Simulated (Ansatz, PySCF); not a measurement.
Complex: HCl (SMILES Cl) (first 2 atoms) with ClH3Si (SMILES [SiH3]Cl); geometry from B3LYP-D3(BJ)/def2-TZVP, rigid monomers moved along the line of their centres of mass till H2···Cl4 is 2.22 Å.
(charge 0, multiplicity 1):
```xyz
7

Cl    -0.314    -0.418     0.969
H      0.590    -0.101     1.832
Si    -0.584     0.303     4.560
Cl     1.367     0.439     3.844
H     -1.056    -1.073     4.327
H     -1.404     1.283     3.827
H     -0.543     0.615     6.000
```

Monomers are frozen at their geometry in the pair; levels with a basis set take the counterpoise correction.

Frozen-core correlation. CBS(a, b) extrapolates the correlation energy as X⁻³ and adds the Hartree–Fock energy of set b.

Codes used: Ansatz (Gaussian basis) for Hartree–Fock, density functionals and correlated methods; PySCF for the dispersion terms. 

PBE/def2-TZVPPD gives -5.6 kJ/mol for the interaction energy.

Where do these levels fall relative to PBE: PBE-D3(BJ)/def2-TZVPPD, r2SCAN/def2-TZVPPD, B3LYP/def2-TZVPPD, wB97M-V/def2-TZVPPD, MP2/CBS(aug-cc-pV(D+d)Z, aug-cc-pV(T+d)Z), MP2/CBS(aug-cc-pV(D+d)Z, aug-cc-pV(T+d)Z) + ΔCCSD(T)/aug-cc-pV(D+d)Z.

PBE-D3(BJ)/def2-TZVPPD -6.2; r2SCAN/def2-TZVPPD -2.3; B3LYP/def2-TZVPPD 6.5; wB97M-V/def2-TZVPPD -1.7; MP2/CBS(aug-cc-pV(D+d)Z, aug-cc-pV(T+d)Z) -4.7; MP2/CBS(aug-cc-pV(D+d)Z, aug-cc-pV(T+d)Z) + ΔCCSD(T)/aug-cc-pV(D+d)Z -1.7 kJ/mol. 1 of 6 lie above PBE; the widest gap is to B3LYP/def2-TZVPPD.

Ansatz is a first-principles code.
